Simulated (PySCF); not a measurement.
A run for PySCF: R-M06-2X/def2-TZVPP on ethylenediamine (SMILES NCCN), a point of a torsion scan.

```python
from pyscf import gto, dft

mol = gto.M(
    atom='''
    N     1.81314704    0.35965229   -0.26159279
    C     0.57794133    0.17495374    0.49127813
    C     0.76984328   -0.83725862    1.61805956
    N    -0.47450922   -1.00262788    2.35179672
    H     2.61920849    0.21635309    0.33578052
    H     1.86337639    1.29114479   -0.65453397
    H    -0.18652964   -0.18889372   -0.20472320
    H     0.20290789    1.10651535    0.94024806
    H     1.51743361   -0.45690134    2.32230580
    H     1.15713775   -1.77556551    1.18574799
    H    -0.35332367   -1.67387468    3.10242860
    H    -1.19676038   -1.35873063    1.73395922
    ''',
    basis='def2-tzvpp',
    charge=0, spin=0, verbose=4, max_memory=1800)
mf = dft.RKS(mol, xc='m062x').density_fit(auxbasis='def2-universal-jkfit')
mf.grids.level = 4
mf.conv_tol = 1e-9
mf.max_cycle = 150
mf.kernel()
mf.dip_moment()
```

Program output:

```
PySCF version 2.14.0

[INPUT] verbose = 4
[INPUT] num. atoms = 12
[INPUT] num. electrons = 34
[INPUT] charge = 0
[INPUT] spin (= nelec alpha-beta = 2S) = 0
[INPUT] symmetry False subgroup None
[INPUT] Mole.unit = angstrom
[INPUT] Symbol           X                Y                Z      unit          X                Y                Z       unit  Magmom
[INPUT]  1 N      1.813147040000   0.359652290000  -0.261592790000 AA    3.426351329166   0.679644328173  -0.494338729261 Bohr   0.0
[INPUT]  2 C      0.577941330000   0.174953740000   0.491278130000 AA    1.092150829767   0.330614653068   0.928381116688 Bohr   0.0
[INPUT]  3 C      0.769843280000  -0.837258620000   1.618059560000 AA    1.454792958037  -1.582189487231   3.057689421634 Bohr   0.0
[INPUT]  4 N     -0.474509220000  -1.002627880000   2.351796720000 AA   -0.896692469381  -1.894692098053   4.444251701450 Bohr   0.0
[INPUT]  5 H      2.619208490000   0.216353090000   0.335780520000 AA    4.949586709236   0.408848086303   0.634533220764 Bohr   0.0
[INPUT]  6 H      1.863376390000   1.291144790000  -0.654533970000 AA    3.521271044081   2.439910040259  -1.236889942524 Bohr   0.0
[INPUT]  7 H     -0.186529640000  -0.188893720000  -0.204723200000 AA   -0.352489933714  -0.356957397450  -0.386870779345 Bohr   0.0
[INPUT]  8 H      0.202907890000   1.106515350000   0.940248060000 AA    0.383440340613   2.091010964127   1.776811322554 Bohr   0.0
[INPUT]  9 H      1.517433610000  -0.456901340000   2.322305800000 AA    2.867533935110  -0.863418398547   4.388521939489 Bohr   0.0
[INPUT] 10 H      1.157137750000  -1.775565510000   1.185747990000 AA    2.186673435895  -3.355332530124   2.240738953854 Bohr   0.0
[INPUT] 11 H     -0.353323670000  -1.673874680000   3.102428600000 AA   -0.667684969626  -3.163164712044   5.862740375018 Bohr   0.0
[INPUT] 12 H     -1.196760380000  -1.358730630000   1.733959220000 AA   -2.261549354930  -2.567628767758   3.276708036964 Bohr   0.0

nuclear repulsion = 132.415308070274
number of shells = 92
number of NR pGTOs = 312
number of NR cGTOs = 236
basis = def2-tzvpp
ecp = {}


******** <class 'pyscf.df.df_jk.DFRKS'> ********
method = DFRKS
initial guess = minao
damping factor = 0
level_shift factor = 0
DIIS = <class 'pyscf.scf.diis.CDIIS'>
diis_start_cycle = 1
diis_space = 8
diis_damp = 0
SCF conv_tol = 1e-09
SCF conv_tol_grad = None
SCF max_cycles = 150
direct_scf = False
XC library pyscf.dft.libxc version 7.1.2
    S. Lehtola, C. Steigemann, M. J. T. Oliveira, and M. A. L. Marques,  SoftwareX 7, 1–5 (2018)
XC functionals = m062x
    Y. Zhao and D. G. Truhlar,  Theor. Chem. Acc. 120, 215 (2008)
    Y. Zhao and D. G. Truhlar,  Theor. Chem. Acc. 120, 215 (2008)
radial grids:
    Treutler-Ahlrichs [JCP 102, 346 (1995); DOI:10.1063/1.469408] (M4) radial grids

becke partition: Becke, JCP 88, 2547 (1988); DOI:10.1063/1.454033
pruning grids: <function nwchem_prune>
grids dens level: 4
symmetrized grids: False
atomic radii adjust function: <function treutler_atomic_radii_adjust>
small_rho_cutoff = 0
Set gradient conv threshold to 3.16228e-05
Initial guess from minao.
tot grids = 238632
******** <class 'pyscf.df.df.DF'> ********
auxbasis = def2-universal-jkfit
init E= -190.868142612988
  HOMO = -0.28556752560612  LUMO = 0.0271363355962954  gap/eV = 8.50911
cycle= 1 E= -190.468811664768  delta_E= 0.399  |g|= 0.374  |ddm|= 2.28
  HOMO = -0.248124582646047  LUMO = 0.0682888209322388  gap/eV = 8.61005
cycle= 2 E= -190.480256468998  delta_E= -0.0114  |g|= 0.333  |ddm|= 0.571
  HOMO = -0.303721700238447  LUMO = 0.0617569076940083  gap/eV = 9.94518
cycle= 3 E= -190.502115459154  delta_E= -0.0219  |g|= 0.0442  |ddm|= 0.253
  HOMO = -0.300639439389668  LUMO = 0.0634856427441879  gap/eV = 9.90835
cycle= 4 E= -190.502489823208  delta_E= -0.000374  |g|= 0.00924  |ddm|= 0.0408
  HOMO = -0.300362517016798  LUMO = 0.0634653564684333  gap/eV = 9.90026
cycle= 5 E= -190.502507212729  delta_E= -1.74e-05  |g|= 0.00396  |ddm|= 0.0113
  HOMO = -0.300531252921953  LUMO = 0.0633614349042084  gap/eV = 9.90202
cycle= 6 E= -190.502510981329  delta_E= -3.77e-06  |g|= 0.000776  |ddm|= 0.00345
  HOMO = -0.300465476927978  LUMO = 0.0633841009428696  gap/eV = 9.90085
cycle= 7 E= -190.502511146581  delta_E= -1.65e-07  |g|= 8.59e-05  |ddm|= 0.00128
  HOMO = -0.300471609125311  LUMO = 0.0633819733016295  gap/eV = 9.90096
cycle= 8 E= -190.502511151978  delta_E= -5.4e-09  |g|= 2.96e-05  |ddm|= 0.00038
  HOMO = -0.300471082614534  LUMO = 0.0633811524585899  gap/eV = 9.90092
cycle= 9 E= -190.50251115244  delta_E= -4.62e-10  |g|= 1.26e-05  |ddm|= 0.000106
  HOMO = -0.300472534489333  LUMO = 0.0633817225754663  gap/eV = 9.90098
Extra cycle  E= -190.502511152455  delta_E= -1.55e-11  |g|= 1.29e-05  |ddm|= 2.54e-05
converged SCF energy = -190.502511152455
Dipole moment(X, Y, Z, Debye):  0.29036, -0.30497,  0.55598
```

The calculation finished and met its thresholds.

Cost: about 80 core-seconds (a rough figure).
